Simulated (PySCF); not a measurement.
Mo(O)2(Cl)(OMe) (CH3ClMoO3), SMILES C[O][Mo](=[O])(=[O])[Cl], multiplicity 1.

The structure is a stationary point at B3LYP-D3(BJ)/def2-SVP. A frequency run showed that this geometry is not a minimum. The multiplicity is an assumed one; no other spin state was optimised. The structure was generated by enumeration; whether it is a known compound was not checked. The def2 effective core potentials stand for the cores of Mo; spin–orbit coupling is left out. One conformer was computed; it need not be the lowest.

Level of theory: TDDFT-PBE0/def2-SVPD in PySCF.

Vertical excitations. 

```tsv
state	energy (eV)	λ (nm)	f	main pairs
S1	4.69	265	0.000	HOMO−1→LUMO 92 %
S2	4.71	263	0.004	HOMO→LUMO 90 %
S3	4.77	260	0.001	HOMO→LUMO+1 74 %
S4	5.16	240	0.000	HOMO−3→LUMO 92 %
S5	5.17	240	0.001	HOMO−4→LUMO 63 %, HOMO−1→LUMO+1 25 %
S6	5.25	236	0.028	HOMO−2→LUMO 62 %, HOMO−3→LUMO+1 16 %
S7	5.39	230	0.000	HOMO→LUMO+2 76 %
S8	5.49	226	0.000	HOMO−2→LUMO+1 46 %, HOMO−4→LUMO+1 38 %, HOMO→LUMO+2 10 %
S9	5.59	222	0.001	HOMO−2→LUMO+1 43 %, HOMO−4→LUMO+1 43 %, HOMO−1→LUMO+2 8 %
S10	5.63	220	0.004	HOMO−5→LUMO 53 %, HOMO−1→LUMO+1 21 %, HOMO−3→LUMO+1 15 %
T1	4.12	301	0	HOMO→LUMO 83 %
T2	4.39	283	0	HOMO→LUMO+1 70 %, HOMO−1→LUMO+1 12 %, HOMO−3→LUMO+1 11 %
T3	4.47	277	0	HOMO−1→LUMO 83 %
T4	4.54	273	0	HOMO−2→LUMO 46 %, HOMO−4→LUMO 28 %, HOMO−1→LUMO+1 14 %
```
Triplets are in the Tamm–Dancoff approximation, which puts them higher than full response would, so one can lie above its singlet here.
